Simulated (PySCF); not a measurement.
Computed Raman spectrum (relative Raman activity) of a molecule C3H5BO2. Coordinates come from a B3LYP-D3(BJ)/def2-SVP optimisation. The values are those of a single conformer. Computed with B3LYP-D3(BJ)/def2-SVP (PySCF). No scaling factor is applied to the harmonic values.

Lines under 2 % of the strongest are left out, and lines within 2 cm⁻¹ are merged.

ν (cm⁻¹): 68 (vw), 167 (vw), 391 (vw), 399 (w), 612 (vw), 787 (vw), 963 (vw), 982 (vw), 1030 (vw), 1228 (vw), 1312 (w), 1393 (w), 1418 (w), 1470 (w), 1679 (m), 1774 (m), 2863 (vs), 3119 (m), 3130 (vs), 3217 (s), 3662 (m) (against the strongest line: vs over 80 %, s over 45 %, m over 15 %, w over 4 %, vw less)

Which molecule gave these data?
A) C=C1OB(C)O1
B) C=C1OCB1O
C) C=CB(O)C=O
D) O=C1CCB1O

C, C=CB(O)C=O
